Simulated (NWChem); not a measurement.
System: C₂H₆O₂Si; SMILES O=C[SiH2]CO

The following NWChem deck was run.

```
start job
memory heap 200 mb stack 900 mb global 1100 mb
geometry units angstroms noautosym nocenter noautoz
  O     -0.957930     2.084899     0.235145
  C      0.205904     1.842516     0.022080
  Si     0.831113     0.012588    -0.042491
  C     -0.682496    -1.130313    -0.096339
  O     -0.344030    -2.494147     0.038736
  H      0.932774     2.690314    -0.131334
  H      1.742891    -0.171810    -1.212301
  H      1.626002    -0.242070     1.203085
  H     -1.429773    -0.788759     0.646687
  H     -1.172565    -1.011765    -1.076670
  H     -0.017408    -2.636107     0.933169
end
basis spherical
  * library def2-svp
end
dft
  xc hfexch
  iterations 150
end
property
  efieldgrad
end
task dft property
```

NWChem printed, in part:

```
             Northwest Computational Chemistry Package (NWChem) 7.3.0
             --------------------------------------------------------

                             Geometry "geometry" -> ""
                             -------------------------

 Output coordinates in angstroms (scale by  1.889725989 to convert to a.u.)

  No.       Tag          Charge          X              Y              Z
 ---- ---------------- ---------- -------------- -------------- --------------
    1 O                    8.0000    -0.95793000     2.08489900     0.23514500
    2 C                    6.0000     0.20590400     1.84251600     0.02208000
    3 Si                  14.0000     0.83111300     0.01258800    -0.04249100
    4 C                    6.0000    -0.68249600    -1.13031300    -0.09633900
    5 O                    8.0000    -0.34403000    -2.49414700     0.03873600
    6 H                    1.0000     0.93277400     2.69031400    -0.13133400
    7 H                    1.0000     1.74289100    -0.17181000    -1.21230100
    8 H                    1.0000     1.62600200    -0.24207000     1.20308500
    9 H                    1.0000    -1.42977300    -0.78875900     0.64668700
   10 H                    1.0000    -1.17256500    -1.01176500    -1.07667000
   11 H                    1.0000    -0.01740800    -2.63610700     0.93316900

 Effective nuclear repulsion energy (a.u.)     217.0843174619

  xc_inp: hfexch multiplicative factor not found.
                              NWChem Property Module
                              ----------------------

  itol2e modified to match energy
  convergence criterion.

                                 NWChem DFT Module
                                 -----------------

 Summary of "ao basis" -> "ao basis" (spherical)
 ------------------------------------------------------------------------------
       Tag                 Description            Shells   Functions and Types
 ---------------- ------------------------------  ------  ---------------------
 O                          def2-svp                 6       14   3s2p1d
 C                          def2-svp                 6       14   3s2p1d
 Si                         def2-svp                 8       18   4s3p1d
 H                          def2-svp                 3        5   2s1p

  itol2e modified to match energy
  convergence criterion.

            General Information
            -------------------
          SCF calculation type: DFT
          Wavefunction type:  closed shell.
          No. of atoms     :    11
          No. of electrons :    48
           Alpha electrons :    24
            Beta electrons :    24
          Charge           :     0
          Spin multiplicity:     1
          Use of symmetry is: off; symmetry adaption is: off
          Maximum number of iterations: 150
          AO basis - number of functions:   104
                     number of shells:    50
          Convergence on energy requested:  1.00D-07
          Convergence on density requested:  1.00D-05
          Convergence on gradient requested:  5.00D-04

              XC Information
              --------------
                     Hartree-Fock (Exact) Exchange  1.000

      Superposition of Atomic Density Guess
      -------------------------------------

 Sum of atomic energies:        -516.36614718

      Non-variational initial energy
      ------------------------------

 Total energy =    -518.440213
 1-e energy   =   -1141.839223
 2-e energy   =     406.314692
 HOMO         =      -0.267716
 LUMO         =      -0.054924

   convergence    iter        energy       DeltaE   RMS-Dens  Diis-err
 ---------------- ----- ----------------- --------- --------- ---------
 d= 0,ls=0.0,diis     1   -517.4493931729 -7.35D+02  7.97D-03  9.31D-01
 d= 0,ls=0.0,diis     2   -517.5247234445 -7.53D-02  3.83D-03  5.02D-01
 d= 0,ls=0.0,diis     3   -517.5718042238 -4.71D-02  1.12D-03  1.02D-02
 d= 0,ls=0.0,diis     4   -517.5740005774 -2.20D-03  4.02D-04  1.59D-03
 d= 0,ls=0.0,diis     5   -517.5742759417 -2.75D-04  1.82D-04  1.95D-04
  Resetting Diis
 d= 0,ls=0.0,diis     6   -517.5743353809 -5.94D-05  1.10D-04  4.85D-05
 d= 0,ls=0.0,diis     7   -517.5743505293 -1.51D-05  1.79D-05  3.72D-06
 d= 0,ls=0.0,diis     8   -517.5743513415 -8.12D-07  7.68D-06  8.15D-07
 d= 0,ls=0.0,diis     9   -517.5743515848 -2.43D-07  1.05D-05  5.16D-07
 d= 0,ls=0.0,diis    10   -517.5743517278 -1.43D-07  1.64D-06  1.54D-08
 d= 0,ls=0.0,diis    11   -517.5743517330 -5.17D-09  8.22D-07  1.81D-09

         Total DFT energy =     -517.574351733015
      One electron energy =    -1145.060329784815
           Coulomb energy =      459.721066515163
    Exchange-Corr. energy =      -49.319405925260
 Nuclear repulsion energy =      217.084317461896

 Numeric. integr. density =        0.000000000000

                       DFT Final Molecular Orbital Analysis
                       ------------------------------------

 Vector   22  Occ=2.000000D+00  E=-4.802666D-01
              MO Center=  6.6D-01, -4.4D-01,  5.3D-02, r^2= 3.8D+00
   Bfn.  Coefficient  Atom+Function         Bfn.  Coefficient  Atom+Function
  ----- ------------  ---------------      ----- ------------  ---------------
    85      0.282867   8 H  s                80     -0.242022   7 H  s
    38      0.218751   3 Si pz               86      0.198025   8 H  s
    52     -0.196864   4 C  pz               95      0.181794  10 H  s
    81     -0.156348   7 H  s                90     -0.156194   9 H  s
    41      0.154346   3 Si pz               66      0.152806   5 O  pz

 Vector   23  Occ=2.000000D+00  E=-4.258181D-01
              MO Center= -1.1D-01, -6.4D-01,  1.6D-02, r^2= 4.1D+00
   Bfn.  Coefficient  Atom+Function         Bfn.  Coefficient  Atom+Function
  ----- ------------  ---------------      ----- ------------  ---------------
    64      0.327784   5 O  px               67      0.274108   5 O  px
    50     -0.262869   4 C  px                5     -0.240139   1 O  py
    36      0.236211   3 Si px               31     -0.216950   3 Si s
     8     -0.200774   1 O  py               49     -0.175677   4 C  s
    53     -0.174786   4 C  px               90      0.159277   9 H  s

[...]

          -----------------------
          Electric field gradient
          -----------------------

 1 a.u. = 0.324123 10**(16) esu/cm**3  ( or statvolts/cm**2 ) = 0.97174 10**(22) v/m**2

 ------------------------------------------------------------
   Atom      X         Y         Z
 ------------------------------------------------------------
    1 O   -1.81023   3.93989   0.44436
 ------------------------------------------------------------

 Electric field gradient in molecular frame (a.u.)
         XX             YY             ZZ             XY             XZ             YZ
 ------------------------------------------------------------------------------------------
       -0.370127       2.166040      -1.795913       0.485003      -0.283898      -0.156934

 Principal components (a.u.) and orientation
 of principal axis w.r.t. absolute frame                      Asymmetry parameter eta
 --------------------------------------------------------------------------------------
        2.266121      -1.851386      -0.414735                       0.633969

        0.186004       0.183059       0.965346
        0.981229       0.016298      -0.192155
       -0.050909       0.982967      -0.176591

 ------------------------------------------------------------
   Atom      X         Y         Z
 ------------------------------------------------------------
    2 C    0.38910   3.48185   0.04173
 ------------------------------------------------------------

 Electric field gradient in molecular frame (a.u.)
         XX             YY             ZZ             XY             XZ             YZ
 ------------------------------------------------------------------------------------------
        0.234208       0.362423      -0.596631      -0.069806      -0.158857      -0.008098

 Principal components (a.u.) and orientation
 of principal axis w.r.t. absolute frame                      Asymmetry parameter eta
 --------------------------------------------------------------------------------------
       -0.626402       0.396723       0.229679                       0.266673

        0.183125      -0.446064       0.876066
        0.020977       0.892706       0.450152
        0.982866       0.064057      -0.172834

 ------------------------------------------------------------
   Atom      X         Y         Z
 ------------------------------------------------------------
    3 Si   1.57058   0.02379  -0.08030
 ------------------------------------------------------------

 Electric field gradient in molecular frame (a.u.)
         XX             YY             ZZ             XY             XZ             YZ
 ------------------------------------------------------------------------------------------
        0.113151      -0.057169      -0.055982       0.135998      -0.027106      -0.004086

 Principal components (a.u.) and orientation
 of principal axis w.r.t. absolute frame                      Asymmetry parameter eta
 --------------------------------------------------------------------------------------
        0.191126      -0.133677      -0.057449                       0.398836

        0.871625      -0.489296       0.029314
        0.479115       0.863067       0.159887
       -0.103532      -0.125317       0.986700

 ------------------------------------------------------------
   Atom      X         Y         Z
 ------------------------------------------------------------
    4 C   -1.28973  -2.13598  -0.18205
 ------------------------------------------------------------

 Electric field gradient in molecular frame (a.u.)
         XX             YY             ZZ             XY             XZ             YZ
 ------------------------------------------------------------------------------------------
        0.164261      -0.275105       0.110843       0.159139       0.000269       0.067877

 Principal components (a.u.) and orientation
 of principal axis w.r.t. absolute frame                      Asymmetry parameter eta
 --------------------------------------------------------------------------------------
       -0.336012       0.220254       0.115758                       0.310991

       -0.299948       0.923648      -0.238550
        0.943164       0.324641       0.071068
       -0.143085       0.203675       0.968526

 ------------------------------------------------------------
   Atom      X         Y         Z
 ------------------------------------------------------------
    5 O   -0.65012  -4.71325   0.07320
 ------------------------------------------------------------

 Electric field gradient in molecular frame (a.u.)
         XX             YY             ZZ             XY             XZ             YZ
 ------------------------------------------------------------------------------------------
        1.500193      -0.954025      -0.546168       0.823209      -0.968391       0.647434

 Principal components (a.u.) and orientation
 of principal axis w.r.t. absolute frame                      Asymmetry parameter eta
 --------------------------------------------------------------------------------------
        1.989438      -1.886766      -0.102671                       0.896784

        0.932015      -0.346702       0.105569
        0.193218       0.721782       0.664603
       -0.306617      -0.599023       0.739701

 ------------------------------------------------------------
   Atom      X         Y         Z
 ------------------------------------------------------------
    6 H    1.76269   5.08396  -0.24819
 ------------------------------------------------------------

 Electric field gradient in molecular frame (a.u.)
         XX             YY             ZZ             XY             XZ             YZ
 ------------------------------------------------------------------------------------------
       -0.034314      -0.083374       0.117688      -0.187387       0.033337       0.039292

 Principal components (a.u.) and orientation
 of principal axis w.r.t. absolute frame                      Asymmetry parameter eta
 --------------------------------------------------------------------------------------
       -0.254953       0.130275       0.124678                       0.021954

        0.653176       0.728825       0.205367
        0.744717      -0.667380      -0.000135
       -0.136959      -0.153028       0.978685

 ------------------------------------------------------------
   Atom      X         Y         Z
 ------------------------------------------------------------
    7 H    3.29359  -0.32467  -2.29092
 ------------------------------------------------------------

 Electric field gradient in molecular frame (a.u.)
         XX             YY             ZZ             XY             XZ             YZ
 ------------------------------------------------------------------------------------------
       -0.007541       0.068857      -0.061316       0.015364       0.105411      -0.020112

 Principal components (a.u.) and orientation
 of principal axis w.r.t. absolute frame                      Asymmetry parameter eta
 --------------------------------------------------------------------------------------
       -0.146193       0.074374       0.071819                       0.017476

       -0.609239       0.781356       0.135318
        0.116879      -0.080300       0.989895
        0.784326       0.618898      -0.042402

 ------------------------------------------------------------
   Atom      X         Y         Z
 ------------------------------------------------------------
    8 H    3.07270  -0.45745   2.27350
 ------------------------------------------------------------

 Electric field gradient in molecular frame (a.u.)
         XX             YY             ZZ             XY             XZ             YZ
 ------------------------------------------------------------------------------------------
        0.013294       0.063760      -0.077054       0.017630      -0.096012       0.030865

 Principal components (a.u.) and orientation
 of principal axis w.r.t. absolute frame                      Asymmetry parameter eta
 --------------------------------------------------------------------------------------
       -0.144055       0.074767       0.069288                       0.038031

        0.527115       0.774144       0.350499
       -0.168427      -0.309098       0.935997
        0.832936      -0.552412      -0.032544

 ------------------------------------------------------------
   Atom      X         Y         Z
 ------------------------------------------------------------
    9 H   -2.70188  -1.49054   1.22206
 ------------------------------------------------------------

 Electric field gradient in molecular frame (a.u.)
         XX             YY             ZZ             XY             XZ             YZ
 ------------------------------------------------------------------------------------------
       -0.042773       0.096792      -0.054020       0.090106       0.200208      -0.081396

 Principal components (a.u.) and orientation
 of principal axis w.r.t. absolute frame                      Asymmetry parameter eta
 --------------------------------------------------------------------------------------
       -0.286958       0.154756       0.132202                       0.078595

       -0.668594       0.741405      -0.057445
        0.301200       0.340628       0.890647
        0.679897       0.578179      -0.451053

[...]
```

Level: Hartree-Fock/def2-SVP. Geometry: optimised at PBE0/def2-SVP. NWChem prints the field gradient with the sign opposite to the second derivative of the potential.
